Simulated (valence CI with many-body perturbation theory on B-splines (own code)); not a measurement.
# Which ion has this spectrum?

A relativistic CI+MBPT calculation for an atom or ion with 7 electrons gives these levels (× 10³ cm⁻¹):

```
  J  Parity       E     g
3/2     odd    0.00  1.39
3/2     odd  1499.2  1.43
5/2     odd  1645.7  1.19
1/2     odd  1854.5  0.65
5/2    even  2995.1  1.50
3/2     odd  3361.6  1.28
1/2    even  3461.1  2.16
3/2    even  3472.6  1.23
3/2    even  4651.1  1.51
5/2    even  4880.6  1.27
1/2    even  5119.6  1.46
3/2    even  5214.7  1.08
1/2    even  6763.7  1.67
3/2     odd  6871.9  1.32
```

The energies are calculated, and their last digits are not significant.

(1) Which is it?
A. Sn43+
B. Cd41+
C. Sb44+
D. Pd39+

Results:

(1) B. Cd41+, ground level (2s^2 2p1/2^2 2p3/2) J=3/2.
